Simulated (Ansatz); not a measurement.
```yaml
crystal:
  periodic: [false, false, false]
  atoms:
    - {symbol: C, position_ang: [2.514300, 0.793598, 0.549350]}
    - {symbol: C, position_ang: [1.473556, 0.274689, 0.228675]}
    - {symbol: C, position_ang: [0.237846, -0.322735, -0.180423]}
    - {symbol: Si, position_ang: [0.517367, -1.681437, -1.455313]}
    - {symbol: In, position_ang: [-1.028700, 1.285826, -1.132130]}
    - {symbol: O, position_ang: [-0.507967, -0.882302, 0.926462]}
    - {symbol: Si, position_ang: [-1.192588, 0.168051, 1.980352]}
    - {symbol: H, position_ang: [3.431887, 1.251843, 0.832012]}
    - {symbol: H, position_ang: [-0.793206, -2.280863, -1.815951]}
    - {symbol: H, position_ang: [1.103426, -1.035487, -2.662801]}
    - {symbol: H, position_ang: [1.437149, -2.737499, -0.957913]}
    - {symbol: H, position_ang: [-0.364237, 2.863616, -1.269830]}
    - {symbol: H, position_ang: [-2.522789, 0.728075, -1.785486]}
    - {symbol: H, position_ang: [-2.297649, -0.517884, 2.683544]}
    - {symbol: H, position_ang: [-1.756106, 1.292062, 1.125094]}
    - {symbol: H, position_ang: [-0.252268, 0.800437, 2.934369]}
basis:
  gaussian: {orbitals: def2-TZVPD, fitting: {mean_field: cc-pVTZ-jkfit}, nuclear_model: gaussian}
hamiltonian: {xc: {name: B97M-V}}
```

```sh
$ ansatz run in.yaml --threads 2 --pin off --events-out ev --progress --plain --max-ram 22528MiB --backend cuda --devices 0, --max-vram 18GiB
```

Shortened log:

```
Functional definition: B97M-V
Error: <dir> the basis set cc-pVTZ-JKFIT has no functions for In
```

Run time 2.1 s (2 threads of an AMD EPYC 7R13 on a shared host and a share of an NVIDIA H100 80 GB); peak host memory 0.76 GiB.
